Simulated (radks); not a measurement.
Results of a calculation; reference values are marked as such.
Task: All-electron atom: Hf2+ in [Xe] 4f14 5d2. Level of theory: scalar-relativistic Kohn-Sham, TASK exchange with Perdew-Wang LDA correlation, spin-unpolarised, spherical densities, finite nucleus; meta-GGA in the generalised Kohn-Sham scheme; Fermi nuclear charge, rms radius 5.347 fm (a radial shooting solver on a logarithmic mesh with Libxc functionals). Some entries of the table are withheld. Estimate them.

orbital  occ.  eigenvalue (hartree)  <1/r> (bohr^-1)  r(max) (bohr)
1s          2             -2402.441            83.75        0.01191
2s          2             -412.5039            19.57            (1)
2p          6             -362.2890            17.85        0.05568
3s          2             -94.79609            7.246            (2)
3p          6             -79.74116            6.716         0.1898
3d         10             -61.84812            6.348         0.1547
4s          2                   (3)            3.064         0.4380
4p          6             -14.77706              (4)         0.4588
4d         10              -8.31616            2.474         0.4715
5s          2              -3.13961            1.172          1.018
5p          6              -1.93398           0.9831          1.159
4f         14              -1.16715            1.923         0.4553
5d          2              -0.56573           0.6437            (5)

Result: 
(1) 2s r(max) (bohr): 0.06809
(2) 3s r(max) (bohr): 0.1922
(3) 4s eigenvalue (hartree): -19.74417
(4) 4p <1/r> (bohr^-1): 2.791
(5) 5d r(max) (bohr): 1.569
